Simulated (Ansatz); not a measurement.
Basis sets compared for SiHF3. The state is a singlet with charge 0. Geometry PBE0-D4/def2-TZVP. Ansatz on 4 threads of Arm Neoverse V1 on a shared host; times are rough, and most runs start from earlier orbitals.

```xyz
5

Si   -0.0159   -0.0091    0.0364
H    -0.5839   -0.3371    1.3427
F    -0.6048    1.3470   -0.5001
F    -0.3429   -1.1366   -1.0103
F     1.5474    0.1358    0.1313
```

Binding counts from free atoms (Si triplet, H doublet, F doublet) in the same basis, without a counterpoise term.

| level | functions | energy (Eh) | HOMO (eV) | LUMO (eV) | binding per atom (eV) | wall time |
| --- | --- | --- | --- | --- | --- | --- |
| HF/STO-3G | 25 | -580.3563 | -10.89 | 12.69 | 2.53 | 0.1 s |
| HF/6-31G | 42 | -587.8378 | -15.82 | 4.44 | 2.33 | 0.1 s |
| PBE-D4/def2-SVP | 65 | -589.0358 | -9.31 | 0.74 | 4.32 | 0.4 s |
| PBE0-D4/def2-SVP | 65 | -589.0665 | -11.09 | 1.75 | 4.17 | 0.5 s |

Task: Estimate the rows for PBE-D4/def2-TZVP (with forces), PBE0-D4/def2-TZVP.

Result: 
```json
{"level": "PBE-D4/def2-TZVP (with forces)", "functions": "136", "energy (Eh)": "-589.5404", "HOMO (eV)": "-9.55", "LUMO (eV)": "0.15", "binding per atom (eV)": "4.41", "wall time": "0.8 s"}
{"level": "PBE0-D4/def2-TZVP", "functions": "136", "energy (Eh)": "-589.5691", "HOMO (eV)": "-11.22", "LUMO (eV)": "1.04", "binding per atom (eV)": "4.30", "wall time": "0.81 s"}
```
